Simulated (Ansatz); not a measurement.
Spectroscopic constants of SbAs, closed-shell singlet (lowest of 2S+1 = 1, 3, 5 at CCSD(T)/def2-TZVPP on PBE0 minima; our sources give no spin for the ground state, which may be another). No spin–orbit coupling. As is treated without relativity.

Seven points along R, fitted to fifth degree in 1/R; most abundant isotopes. Runs in def2 and cc sets follow the lowest solution found near the PBE0 minimum. The singlet is held restricted.

Correlated levels freeze the inner cores; with def2 sets outer-core shells near the valence are correlated too. CBS: X⁻³ extrapolation of the correlation energy, Hartree–Fock from the larger set.

Programs: Ansatz (a quantum-chemistry and plane-wave program) with Gaussian orbitals. Each number belongs to the level named beside it. In def2 rows elements past Kr take small-core potentials, without spin–orbit coupling.

| level | r_e (Å) | ω_e (cm⁻¹) | ω_e x_e (cm⁻¹) | dipole (D) |
|---|---|---|---|---|
| PBE/def2-TZVPP | 2.312 | 350 | 0.62 | 0.97 |
| r2SCAN/def2-TZVPP | 2.288 | 368 | 0.62 | 1.06 |
| B3LYP/def2-TZVPP | 2.299 | 362 | 0.60 | 1.00 |
| PBE0/def2-TZVPP | 2.279 | 377 | 0.59 | 1.04 |
| wB97X-V/def2-TZVPP | 2.247 | 406 | 0.54 | 1.11 |
| CCSD/def2-QZVPP | 2.275 | 375 | 0.64 | - |
| CCSD(T)/def2-TZVPP | 2.310 | [?] | 0.76 | - |
| CCSD(T)/CBS(def2-TZVPP, def2-QZVPP) | [?] | [?] | 0.70 | - |

Question: Some entries are withheld; supply them.

Answer: 
- CCSD(T)/CBS(def2-TZVPP, def2-QZVPP), r_e (Å): 2.291
- CCSD(T)/CBS(def2-TZVPP, def2-QZVPP), ω_e (cm⁻¹): 356
- CCSD(T)/def2-TZVPP, ω_e (cm⁻¹): 349

Doubts at one or more of the structures used: a restricted determinant that unrestricted orbitals would lower (CCSD/def2-QZVPP, CCSD(T)/def2-TZVPP, CCSD(T)/CBS(def2-TZVPP, def2-QZVPP)).
